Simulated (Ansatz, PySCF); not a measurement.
C4H4, SMILES C(=C)C#C. Atoms are numbered in the order given.

```xyz
8

C      0.1746    -1.9279     0.0000
C     -0.1153    -0.7359     0.0000
C     -0.4906     0.6372     0.0000
C      0.3755     1.6773     0.0000
H      0.4399    -2.9757     0.0000
H     -1.5774     0.8410     0.0000
H      1.4646     1.5171     0.0000
H      0.0076     2.7142     0.0000
```

Coordinates come from a PBE-D3(BJ)/def2-SVP optimisation.

Vertical ionisation energy (IE) and electron affinity (EA) in eV. Rows of orbital energies are one-electron estimates. Where ΔSCF, EOM or ADC give a negative EA the extra electron is unbound and the value depends on the basis.

```
level                                                                  IE     EA
-------------------------------------------------------------------  ----  -----
−ε(HOMO), −ε(LUMO), r2SCAN/def2-TZVPD (PySCF)                        6.28   1.92
−ε(HOMO), −ε(LUMO), PBE/def2-TZVPD (PySCF)                           6.12   2.10
ΔSCF, PBE0/def2-SVPD (Ansatz), final states of multiplicity 2 and 2  9.30  -0.82
ΔSCF, PBE/def2-SVPD (Ansatz), final states of multiplicity 2 and 2    [?]    [?]
```

Task: Some entries are withheld; supply them. (Estimate from the structure and the level; the computed values follow.)

Result: 
- ΔSCF, PBE/def2-SVPD (Ansatz, a quantum-chemistry and plane-wave program), final states of multiplicity 2 and 2, IE: 9.30
- ΔSCF, PBE/def2-SVPD (Ansatz), final states of multiplicity 2 and 2, EA: -0.82

Task: What vertical singlet–triplet gap does ΔSCF give with PBE0/def2-SVPD (Ansatz) and with PBE/def2-SVPD (Ansatz)? (An estimate is asked for; the answer gives what the named calculation found.)

Result: 3.24 and 3.30 eV (triplet above singlet where positive).
